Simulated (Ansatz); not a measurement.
Si2H8O2, closed shell: a relaxation.

The input file, in.yaml:

```yaml
crystal:
  periodic: [false, false, false]
  atoms:
    - {symbol: Si, position_ang: [-0.690609, 0.236404, -0.533622]}
    - {symbol: Si, position_ang: [0.648070, -1.347871, 1.039304]}
    - {symbol: H, position_ang: [-0.682374, -0.730888, -1.628684]}
    - {symbol: H, position_ang: [-1.641191, 0.087112, 0.558714]}
    - {symbol: O, position_ang: [-1.216434, 1.712915, -1.224590]}
    - {symbol: H, position_ang: [1.440467, 0.562757, -0.137997]}
    - {symbol: O, position_ang: [1.087560, 1.033907, -0.685961]}
    - {symbol: H, position_ang: [1.991551, -2.038653, 0.999792]}
    - {symbol: H, position_ang: [0.446492, -1.005041, 2.496288]}
    - {symbol: H, position_ang: [-0.322562, -2.403165, 0.724302]}
    - {symbol: H, position_ang: [-2.159752, 1.894542, -1.090620]}
    - {symbol: H, position_ang: [1.098779, 1.998081, -0.516928]}
basis:
  gaussian: {orbitals: def2-TZVP}
hamiltonian: {xc: pbe0, dispersion: d4}
relax: {f_tol: 0.005, max_steps: 200}
```

Command:

```bash
ansatz run in.yaml --threads 4 --pin off --events-out ev --progress --plain --max-ram 9574MiB
```

Output of Ansatz 0.2.0:

```
Functional definition: PBE0
  name "PBE0"
  cite "Adamo & Barone, J. Chem. Phys. 110, 6158 (1999) doi:10.1063/1.478522"
  cite "Perdew, Burke & Ernzerhof, Phys. Rev. Lett. 77, 3865 (1996) doi:10.1103/PhysRevLett.77.3865"
  parent pbe
  parameter a = 0.25
  parameter kappa = 0.804
  parameter beta = 0.06672455060314922
  exchange = (1 - a)*pbe_x(kappa = kappa, mu = beta*pi^2/3) + a*exact_x
  correlation = pbe_c(beta = beta)
1190 factors; their error is unknown
mean field evaluation 1: about -19962.0001 eV, gradient 6.8e1 eV
mean field evaluation 2: about -19952.2196 eV, gradient 1.0e2 eV
mean field evaluation 4: about -19969.2091 eV, gradient 4.8e0 eV
mean field evaluation 8: about -19969.2425 eV, gradient 2.9e-2 eV
mean field evaluation 16: about -19969.3138 eV, gradient 6.8e-5 eV
mean field -19969.31379753 eV, -733.8587463722 hartree, gradient 6.8e-5 eV, S^2 0.000000; 0 other end points of the search recorded, 0 dependent functions left out
the calculation of the forces begins
reference -19969.31383218 eV, -733.8587476455 hartree; 26, 26 occupied and 158, 158 virtual orbitals, 1190 factors
relax step   1: F+E_penalty+E_count = -19969.51210502 eV  Δ(F+E_penalty+E_count) = +0.000e0 eV  max|allowed force component| = 1.058e1 eV/Å  Δτ_max = 0.0000 Å  (27 SCF iters, accepted)
relax step   2: F+E_penalty+E_count = -19970.79719009 eV  Δ(F+E_penalty+E_count) = -1.285e0 eV  max|allowed force component| = 6.739e-1 eV/Å  Δτ_max = 0.1990 Å  (36 SCF iters, accepted)
relax step   3: F+E_penalty+E_count = -19970.96466478 eV  Δ(F+E_penalty+E_count) = -1.675e-1 eV  max|allowed force component| = 1.060e0 eV/Å  Δτ_max = 0.1932 Å  (30 SCF iters, accepted)
relax step   4: F+E_penalty+E_count = -19971.15714458 eV  Δ(F+E_penalty+E_count) = -1.925e-1 eV  max|allowed force component| = 1.654e0 eV/Å  Δτ_max = 0.1949 Å  (30 SCF iters, accepted)
relax step   5: F+E_penalty+E_count = -19971.38935627 eV  Δ(F+E_penalty+E_count) = -2.322e-1 eV  max|allowed force component| = 1.224e0 eV/Å  Δτ_max = 0.1938 Å  (30 SCF iters, accepted)
relax step   6: F+E_penalty+E_count = -19971.62983871 eV  Δ(F+E_penalty+E_count) = -2.405e-1 eV  max|allowed force component| = 8.108e-1 eV/Å  Δτ_max = 0.1977 Å  (29 SCF iters, accepted)
relax step   7: F+E_penalty+E_count = -19971.78429040 eV  Δ(F+E_penalty+E_count) = -1.545e-1 eV  max|allowed force component| = 4.624e-1 eV/Å  Δτ_max = 0.2000 Å  (28 SCF iters, accepted)
relax step   8: F+E_penalty+E_count = -19971.87760945 eV  Δ(F+E_penalty+E_count) = -9.332e-2 eV  max|allowed force component| = 1.196e0 eV/Å  Δτ_max = 0.1948 Å  (29 SCF iters, accepted)
relax step   9: F+E_penalty+E_count = -19971.93251145 eV  Δ(F+E_penalty+E_count) = -5.490e-2 eV  max|allowed force component| = 8.344e-1 eV/Å  Δτ_max = 0.1942 Å  (29 SCF iters, accepted)
relax step  10: F+E_penalty+E_count = -19971.96527865 eV  Δ(F+E_penalty+E_count) = -3.277e-2 eV  max|allowed force component| = 3.204e-1 eV/Å  Δτ_max = 0.2000 Å  (36 SCF iters, accepted)
relax step  11: F+E_penalty+E_count = -19971.96872132 eV  Δ(F+E_penalty+E_count) = -3.443e-3 eV  max|allowed force component| = 2.629e-1 eV/Å  Δτ_max = 0.2000 Å  (29 SCF iters, accepted)
relax step  12: F+E_penalty+E_count = -19971.98453285 eV  Δ(F+E_penalty+E_count) = -1.581e-2 eV  max|allowed force component| = 3.962e-1 eV/Å  Δτ_max = 0.1999 Å  (29 SCF iters, accepted)
relax step  13: F+E_penalty+E_count = -19971.99182770 eV  Δ(F+E_penalty+E_count) = -7.295e-3 eV  max|allowed force component| = 3.475e-1 eV/Å  Δτ_max = 0.1244 Å  (30 SCF iters, accepted)
relax step  14: F+E_penalty+E_count = -19971.99582203 eV  Δ(F+E_penalty+E_count) = -3.994e-3 eV  max|allowed force component| = 2.463e-1 eV/Å  Δτ_max = 0.0440 Å  (30 SCF iters, accepted)
relax step  15: F+E_penalty+E_count = -19971.90358373 eV  Δ(F+E_penalty+E_count) = +9.224e-2 eV  max|allowed force component| = 1.953e0 eV/Å  Δτ_max = 0.1977 Å  (37 SCF iters, rejected (line search))
relax step  16: F+E_penalty+E_count = -19972.00399405 eV  Δ(F+E_penalty+E_count) = -8.172e-3 eV  max|allowed force component| = 6.127e-2 eV/Å  Δτ_max = 0.0988 Å  (30 SCF iters, accepted)
relax step  17: F+E_penalty+E_count = -19972.00776351 eV  Δ(F+E_penalty+E_count) = -3.769e-3 eV  max|allowed force component| = 1.279e-1 eV/Å  Δτ_max = 0.1000 Å  (30 SCF iters, accepted)
relax step  18: F+E_penalty+E_count = -19971.99413592 eV  Δ(F+E_penalty+E_count) = +1.363e-2 eV  max|allowed force component| = 8.268e-1 eV/Å  Δτ_max = 0.1461 Å  (29 SCF iters, rejected (line search))
relax step  19: F+E_penalty+E_count = -19972.01071797 eV  Δ(F+E_penalty+E_count) = -2.954e-3 eV  max|allowed force component| = 8.233e-2 eV/Å  Δτ_max = 0.0730 Å  (30 SCF iters, accepted)
relax step  20: F+E_penalty+E_count = -19972.01095245 eV  Δ(F+E_penalty+E_count) = -2.345e-4 eV  max|allowed force component| = 2.233e-1 eV/Å  Δτ_max = 0.0720 Å  (30 SCF iters, accepted)
relax step  21: F+E_penalty+E_count = -19972.01498111 eV  Δ(F+E_penalty+E_count) = -4.029e-3 eV  max|allowed force component| = 1.774e-2 eV/Å  Δτ_max = 0.0705 Å  (29 SCF iters, accepted)
relax step  22: F+E_penalty+E_count = -19972.01547922 eV  Δ(F+E_penalty+E_count) = -4.981e-4 eV  max|allowed force component| = 4.843e-2 eV/Å  Δτ_max = 0.0305 Å  (30 SCF iters, accepted)
relax step  23: F+E_penalty+E_count = -19972.01592139 eV  Δ(F+E_penalty+E_count) = -4.422e-4 eV  max|allowed force component| = 6.069e-2 eV/Å  Δτ_max = 0.0520 Å  (29 SCF iters, accepted)
relax step  24: F+E_penalty+E_count = -19972.01623248 eV  Δ(F+E_penalty+E_count) = -3.111e-4 eV  max|allowed force component| = 6.297e-2 eV/Å  Δτ_max = 0.0350 Å  (30 SCF iters, accepted)
relax step  25: F+E_penalty+E_count = -19972.01654000 eV  Δ(F+E_penalty+E_count) = -3.075e-4 eV  max|allowed force component| = 1.965e-2 eV/Å  Δτ_max = 0.0177 Å  (31 SCF iters, accepted)
relax step  26: F+E_penalty+E_count = -19972.01678767 eV  Δ(F+E_penalty+E_count) = -2.477e-4 eV  max|allowed force component| = 3.194e-2 eV/Å  Δτ_max = 0.0364 Å  (31 SCF iters, accepted)
relax step  27: F+E_penalty+E_count = -19972.01690661 eV  Δ(F+E_penalty+E_count) = -1.189e-4 eV  max|allowed force component| = 1.089e-1 eV/Å  Δτ_max = 0.0559 Å  (30 SCF iters, accepted)
relax step  28: F+E_penalty+E_count = -19972.01719936 eV  Δ(F+E_penalty+E_count) = -2.928e-4 eV  max|allowed force component| = 9.350e-2 eV/Å  Δτ_max = 0.0126 Å  (30 SCF iters, accepted)
relax step  29: F+E_penalty+E_count = -19972.01752960 eV  Δ(F+E_penalty+E_count) = -3.302e-4 eV  max|allowed force component| = 7.210e-2 eV/Å  Δτ_max = 0.0229 Å  (31 SCF iters, accepted)
relax step  30: F+E_penalty+E_count = -19972.01793731 eV  Δ(F+E_penalty+E_count) = -4.077e-4 eV  max|allowed force component| = 1.469e-1 eV/Å  Δτ_max = 0.0625 Å  (30 SCF iters, accepted)
relax step  31: F+E_penalty+E_count = -19972.01827087 eV  Δ(F+E_penalty+E_count) = -3.336e-4 eV  max|allowed force component| = 1.366e-1 eV/Å  Δτ_max = 0.0255 Å  (31 SCF iters, accepted)
relax step  32: F+E_penalty+E_count = -19972.01894240 eV  Δ(F+E_penalty+E_count) = -6.715e-4 eV  max|allowed force component| = 1.655e-1 eV/Å  Δτ_max = 0.0813 Å  (29 SCF iters, accepted)
relax step  33: F+E_penalty+E_count = -19972.01955921 eV  Δ(F+E_penalty+E_count) = -6.168e-4 eV  max|allowed force component| = 1.751e-1 eV/Å  Δτ_max = 0.0473 Å  (30 SCF iters, accepted)
relax step  34: F+E_penalty+E_count = -19972.01996892 eV  Δ(F+E_penalty+E_count) = -4.097e-4 eV  max|allowed force component| = 1.989e-1 eV/Å  Δτ_max = 0.0431 Å  (29 SCF iters, accepted)
relax step  35: F+E_penalty+E_count = -19972.02121817 eV  Δ(F+E_penalty+E_count) = -1.249e-3 eV  max|allowed force component| = 2.235e-1 eV/Å  Δτ_max = 0.0482 Å  (30 SCF iters, accepted)
relax step  36: F+E_penalty+E_count = -19972.02256669 eV  Δ(F+E_penalty+E_count) = -1.349e-3 eV  max|allowed force component| = 2.526e-1 eV/Å  Δτ_max = 0.0600 Å  (30 SCF iters, accepted)
relax step  37: F+E_penalty+E_count = -19972.02333085 eV  Δ(F+E_penalty+E_count) = -7.642e-4 eV  max|allowed force component| = 4.084e-1 eV/Å  Δτ_max = 0.1669 Å  (29 SCF iters, accepted)
relax step  38: F+E_penalty+E_count = -19972.02581715 eV  Δ(F+E_penalty+E_count) = -2.486e-3 eV  max|allowed force component| = 3.493e-1 eV/Å  Δτ_max = 0.0592 Å  (29 SCF iters, accepted)
relax step  39: F+E_penalty+E_count = -19972.03576188 eV  Δ(F+E_penalty+E_count) = -9.945e-3 eV  max|allowed force component| = 1.465e-1 eV/Å  Δτ_max = 0.2000 Å  (30 SCF iters, accepted)
relax step  40: F+E_penalty+E_count = -19972.04303822 eV  Δ(F+E_penalty+E_count) = -7.276e-3 eV  max|allowed force component| = 5.101e-1 eV/Å  Δτ_max = 0.1969 Å  (28 SCF iters, accepted)
relax step  41: F+E_penalty+E_count = -19972.04182245 eV  Δ(F+E_penalty+E_count) = +1.216e-3 eV  max|allowed force component| = 7.102e-1 eV/Å  Δτ_max = 0.1534 Å  (29 SCF iters, rejected (line search))
relax step  42: F+E_penalty+E_count = -19972.05117359 eV  Δ(F+E_penalty+E_count) = -8.135e-3 eV  max|allowed force component| = 1.414e-1 eV/Å  Δτ_max = 0.0767 Å  (29 SCF iters, accepted)
relax step  43: F+E_penalty+E_count = -19972.05463198 eV  Δ(F+E_penalty+E_count) = -3.458e-3 eV  max|allowed force component| = 2.041e-1 eV/Å  Δτ_max = 0.0986 Å  (30 SCF iters, accepted)
relax step  44: F+E_penalty+E_count = -19972.05697762 eV  Δ(F+E_penalty+E_count) = -2.346e-3 eV  max|allowed force component| = 1.007e-1 eV/Å  Δτ_max = 0.0591 Å  (30 SCF iters, accepted)
relax step  45: F+E_penalty+E_count = -19972.05804915 eV  Δ(F+E_penalty+E_count) = -1.072e-3 eV  max|allowed force component| = 7.071e-2 eV/Å  Δτ_max = 0.0592 Å  (30 SCF iters, accepted)
relax step  46: F+E_penalty+E_count = -19972.05873384 eV  Δ(F+E_penalty+E_count) = -6.847e-4 eV  max|allowed force component| = 9.553e-2 eV/Å  Δτ_max = 0.0454 Å  (30 SCF iters, accepted)
relax step  47: F+E_penalty+E_count = -19972.05941503 eV  Δ(F+E_penalty+E_count) = -6.812e-4 eV  max|allowed force component| = 1.220e-1 eV/Å  Δτ_max = 0.0420 Å  (30 SCF iters, accepted)
relax step  48: F+E_penalty+E_count = -19972.06010330 eV  Δ(F+E_penalty+E_count) = -6.883e-4 eV  max|allowed force component| = 1.353e-1 eV/Å  Δτ_max = 0.0490 Å  (30 SCF iters, accepted)
relax step  49: F+E_penalty+E_count = -19972.06061130 eV  Δ(F+E_penalty+E_count) = -5.080e-4 eV  max|allowed force component| = 1.065e-1 eV/Å  Δτ_max = 0.0341 Å  (30 SCF iters, accepted)
relax step  50: F+E_penalty+E_count = -19972.06107377 eV  Δ(F+E_penalty+E_count) = -4.625e-4 eV  max|allowed force component| = 8.103e-2 eV/Å  Δτ_max = 0.0392 Å  (30 SCF iters, accepted)
relax step  51: F+E_penalty+E_count = -19972.06128521 eV  Δ(F+E_penalty+E_count) = -2.114e-4 eV  max|allowed force component| = 7.701e-2 eV/Å  Δτ_max = 0.0211 Å  (31 SCF iters, accepted)
relax step  52: F+E_penalty+E_count = -19972.06148874 eV  Δ(F+E_penalty+E_count) = -2.035e-4 eV  max|allowed force component| = 4.654e-2 eV/Å  Δτ_max = 0.0117 Å  (31 SCF iters, accepted)
relax step  53: F+E_penalty+E_count = -19972.06159027 eV  Δ(F+E_penalty+E_count) = -1.015e-4 eV  max|allowed force component| = 3.507e-2 eV/Å  Δτ_max = 0.0046 Å  (32 SCF iters, accepted)
relax step  54: F+E_penalty+E_count = -19972.06165439 eV  Δ(F+E_penalty+E_count) = -6.411e-5 eV  max|allowed force component| = 1.828e-2 eV/Å  Δτ_max = 0.0105 Å  (32 SCF iters, accepted)
relax step  55: F+E_penalty+E_count = -19972.06167751 eV  Δ(F+E_penalty+E_count) = -2.313e-5 eV  max|allowed force component| = 8.808e-3 eV/Å  Δτ_max = 0.0097 Å  (31 SCF iters, accepted)
relax step  56: F+E_penalty+E_count = -19972.06168435 eV  Δ(F+E_penalty+E_count) = -6.834e-6 eV  max|allowed force component| = 6.590e-3 eV/Å  Δτ_max = 0.0053 Å  (32 SCF iters, accepted)
relax step  57: F+E_penalty+E_count = -19972.06168706 eV  Δ(F+E_penalty+E_count) = -2.713e-6 eV  max|allowed force component| = 3.759e-3 eV/Å  Δτ_max = 0.0026 Å  (23 SCF iters, accepted)
Total energy: -19972.06172227 eV, -733.9597307436 hartree
Atom 0 at    -1.293274    -0.237647    -0.391091 Å, force     0.000395    -0.003519     0.001918 eV/Å
Atom 1 at     0.401279    -1.318380     0.805009 Å, force    -0.000405    -0.000105    -0.000188 eV/Å
Atom 2 at    -1.711413    -1.055302    -1.566405 Å, force    -0.000103    -0.000009    -0.000316 eV/Å
Atom 3 at    -2.501432    -0.066468     0.467118 Å, force    -0.000086     0.000033     0.000227 eV/Å
Atom 4 at    -0.767471     1.259323    -0.913517 Å, force    -0.002032     0.001600    -0.001860 eV/Å
Atom 5 at     2.074557     1.782881     0.583943 Å, force     0.001542    -0.002037    -0.001132 eV/Å
Atom 6 at     1.936437     1.215343    -0.177011 Å, force    -0.002430     0.003759     0.002123 eV/Å
Atom 7 at     1.553182    -1.702355    -0.042549 Å, force     0.000224     0.000092    -0.000269 eV/Å
Atom 8 at     0.826212    -0.541016     1.995750 Å, force     0.000151     0.000218     0.000521 eV/Å
Atom 9 at    -0.258614    -2.566727     1.294562 Å, force    -0.000071    -0.000082     0.000102 eV/Å
Atom 10 at    -1.345011     1.742410    -1.506807 Å, force     0.002140     0.001818    -0.000025 eV/Å
Atom 11 at     1.085546     1.488039    -0.549004 Å, force     0.000676    -0.001769    -0.001101 eV/Å
Dipole moment:    -0.422128     0.350357    -0.039742 e Å

[the SCF lines of later steps are left out]
```

The lines “mean field evaluation” count trial sets of orbitals through the whole run, from several starts and some on an approximate energy, so they need not fall steadily or lie above the final value.

Hardware: 4 CPU threads of an Arm Neoverse V1, shared host. Wall time about 2.3 min.
